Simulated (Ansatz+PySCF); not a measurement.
**triplet CoCl: levels of theory in one basis**

```json
{"atom": "Co", "x (Å)": "0.0000", "y (Å)": "0.0000", "z (Å)": "0.0000"}
{"atom": "Cl", "x (Å)": "0.0000", "y (Å)": "0.0000", "z (Å)": "2.1486"}
```

Basis set: def2-SVP (spherical functions). Left uncorrelated: 10 orbitals. Correlation on ROHF uses semicanonical orbitals with singles. Charge 0, multiplicity 3.

Computed with Ansatz (development build ahead of 0.2.0); each method stands on the lowest determinant of its kind that the runs found.

| method | E − E(ROHF) (eV) | <S²> of the determinant |
| --- | --- | --- |
| ROHF | 0.00 | 2.00 |
| UHF | -1.76 | 2.98 |
| UHF-MP2 | -12.32 | 2.98 |

(1) What does ROHF-MP2 give on the same scale?

(2) Is a single determinant a sound starting point here?

Results:

(1) -12.57 eV.

(2) It is doubtful. Unrestricted orbitals lower Hartree–Fock by 1.76 eV and <S²> is 2.98 where a pure state has 2.00, a sign of strong static correlation.

Caution: another spin multiplicity may lie lower. Caution for ROHF, ROHF-MP2: an unrestricted determinant lies well below. Caution for UHF, UHF-MP2: the unrestricted determinant is a mixture of spin states.
